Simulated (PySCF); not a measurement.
## Excitation energy of O²⁺ by level of theory

O²⁺ [He] 2s2 2p2 (3P) → O²⁺ [He] 2s2 2p1 3s1 (3P), as a difference of total energies. All numbers are calculated (PySCF 2.14, scalar relativity by spin-free X2C-1e, in dyall-av3z (15s9p3d2f, 71 functions)). Correlated levels: valence: 1s2 frozen; virtual orbitals above 40 to 60 times the deepest correlated orbital energy dropped. The calculations carry no spin-orbit coupling.

```csv
method,excitation energy (eV)
UHF,33.234
LDA,33.415
PBE,33.226
PBE0,33.369
r2SCAN,33.917
BHandHLYP,33.444
B97-3,33.594
LC-wPBE,33.621
wB97X,33.657
MP2 (valence),33.253
SCS-MP2 (valence),33.144
```

The promoted electron is Rydberg-like, and one or two diffuse shells describe it only roughly, which tends to raise the upper state.
